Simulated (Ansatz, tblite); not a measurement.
Cost and result up the ladder for `[H]/C=C/c1ccc(/C=C/c2ccc(/C=C/c3ccc(/C=C/c4ccccc4)cc3)cc2)cc1` (58 atoms). Total charge 0; singlet. Geometry: r2SCAN-D4/def2-SVP.

```xyz
58

H    -4.374   11.452    6.467
C    -4.241   10.445    6.061
C    -3.217   10.163    5.237
C    -2.909    8.876    4.612
C    -1.766    8.764    3.790
C    -1.422    7.566    3.176
C    -2.208    6.407    3.353
C    -1.901    5.121    2.747
C    -0.838    4.828    1.952
C    -0.525    3.542    1.352
C    -1.319    2.382    1.521
C    -0.973    1.177    0.931
C     0.192    1.053    0.134
C     0.603   -0.186   -0.503
C    -0.034   -1.386   -0.441
C     0.379   -2.626   -1.075
C     1.549   -2.754   -1.863
C     1.898   -3.960   -2.448
C     1.100   -5.119   -2.283
C     1.420   -6.409   -2.873
C     2.505   -6.713   -3.629
C     2.825   -8.008   -4.220
C     4.022   -8.143   -4.955
C     4.380   -9.357   -5.542
C     3.548  -10.472   -5.410
C     2.354  -10.357   -4.685
C     1.996   -9.145   -4.099
C    -0.066   -4.991   -1.499
C    -0.416   -3.781   -0.912
C     0.982    2.210   -0.036
C     0.634    3.419    0.555
C    -3.355    6.522    4.173
C    -3.698    7.720    4.786
H    -4.980    9.694    6.359
H    -2.514   10.970    4.990
H    -1.138    9.648    3.637
H    -0.527    7.531    2.549
H    -2.620    4.325    2.977
H    -0.120    5.624    1.722
H    -2.227    2.429    2.128
H    -1.617    0.309    1.091
H     1.529   -0.113   -1.085
H    -0.960   -1.460    0.142
H     2.197   -1.887   -2.019
H     2.809   -4.010   -3.049
H     0.687   -7.198   -2.664
H     3.242   -5.927   -3.832
H     4.678   -7.272   -5.062
H     5.315   -9.433   -6.106
H     3.824  -11.426   -5.868
H     1.695  -11.224   -4.578
H     1.058   -9.080   -3.541
H    -0.705   -5.868   -1.352
H    -1.327   -3.715   -0.308
H     1.888    2.147   -0.647
H     1.269    4.298    0.404
H    -3.985    5.639    4.325
H    -4.593    7.761    5.412
```

Ansatz on 2 threads of AMD EPYC 7R13 on a shared host and a share (18 GiB) of an NVIDIA H100 80GB HBM3; xTB runs through tblite on one thread. Times are rough, summed over both states, and most runs start from the orbitals of an earlier one. PBE0-D4/def2-TZVP serves as the yardstick here, not as an exact answer. The other state is a doublet.

The xTB rows come from tblite. Single mean-field runs in def2-TZVP are fitted with def2-universal-jkfit.

Raw xTB energies of ions are shifted by several eV.

```json
{"level": "GFN2-xTB", "functions": "154", "wall time": "0.27 s"}
{"level": "GFN1-xTB", "functions": "180", "wall time": "0.32 s"}
{"level": "PBE-D4/def2-TZVP (with forces)", "functions": "1148", "wall time": "37 s"}
{"level": "PBE0-D4/def2-TZVP", "functions": "1148", "wall time": "46 s"}
```

Question: Estimate what each level gives for the vertical IE (eV).

Answer: 
```csv
level,vertical IE (eV),difference from PBE0-D4/def2-TZVP (eV)
GFN2-xTB,11.04,4.68
GFN1-xTB,12.03,5.67
PBE-D4/def2-TZVP (with forces),6.11,-0.25
PBE0-D4/def2-TZVP,6.36,0.00
```
